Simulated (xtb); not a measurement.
C$_{3}$H$_{9}$Al, singlet, geometry from GFN2-xTB (such geometries of metal compounds can be far from the true shape). Base run: GFN2-xTB in xtb.

Geometry (Å):
```xyz
13

Al     0.0138     0.0054     0.0011
C     -1.3671    -1.4233    -0.1771
H     -1.4496    -1.8017    -1.2017
H     -2.3693    -1.0745     0.0944
H     -1.1512    -2.2874     0.4605
C     -0.1603     1.6962    -1.0431
H      0.6968     1.8726    -1.7019
H     -0.2310     2.5810    -0.4013
H     -1.0518     1.6977    -1.6796
C      1.5688    -0.2575     1.2229
H      2.2408     0.6075     1.2272
H      2.1765    -1.1261     0.9475
H      1.2631    -0.4236     2.2615
```
Charge 0, spin multiplicity 1.
All else is at xtb's defaults.
Base energy -12.03132 Eh.

Each row names what was changed in the base input (with any setting that the change needs).

| change | ΔE vs base (kJ/mol) | HOMO-LUMO gap (eV) | G_solv (kcal/mol) | SCF cycles |
|---|---|---|---|---|
| base | 0.00 | 4.62 | - | 12 |
| etemp = 3000 | -0.02 | 4.62 | - | 12 |
| etemp = 10000 | -40.3 | 4.61 | - | 12 |
| acc = 1000 | 0.21 | 4.59 | - | 6 |
| file = coord | 0.00 | 4.62 | - | 12 |
| acc = 0.1 | 0.00 | 4.62 | - | 13 |
| alpb = water | -1.76 | 4.63 | -0.46 | 12 |
| alpb = dmso | -19.40 | 4.63 | -4.68 | 12 |
| gbsa = methanol | -15.00 | 4.62 | -3.61 | 12 |

ALPB and GBSA are two models with their own fitted parameters for each solvent, which aren't always the measured dielectric constant.
